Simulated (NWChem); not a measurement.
CdN2H4; SMILES [NH2][Cd][NH2]

```xyz
7

Cd     0.0000     0.0000     0.0219
N     -2.0153    -0.0477    -0.1317
H     -2.4070     0.8764    -0.3637
H     -2.4551    -0.3156     0.7599
N      2.0153     0.0477    -0.1317
H      2.4070    -0.8764    -0.3637
H      2.4551     0.3156     0.7599
```
Atoms are numbered in this order, from 1.

All runs use the structure optimised with PBE-D3(BJ)/def2-SVP. B3LYP is NWChem's, with the RPA form of VWN correlation. def2 effective core potentials on Cd; no spin-orbit coupling.

Symmetry labels are those of C2 in the frame above (b1 and b2, or b-type labels, depend on it).

### Question
List the 4 lowest vertical singlet excitations from B3LYP/def2-SVP with def2 effective core potentials on Cd, TDA (NWChem).

### Answer
```
state  energy (eV)  oscillator strength  symmetry  leading excitation (squared amplitude)
-----  -----------  -------------------  --------  --------------------------------------
S1            4.67                0.075         b                      HOMO → LUMO (0.81)
S2            4.76                0.043         a                    HOMO−1 → LUMO (0.85)
S3            5.25                0.001         a                    HOMO → LUMO+1 (0.75)
S4            5.31                0.014         b                    HOMO → LUMO+2 (0.79)
```
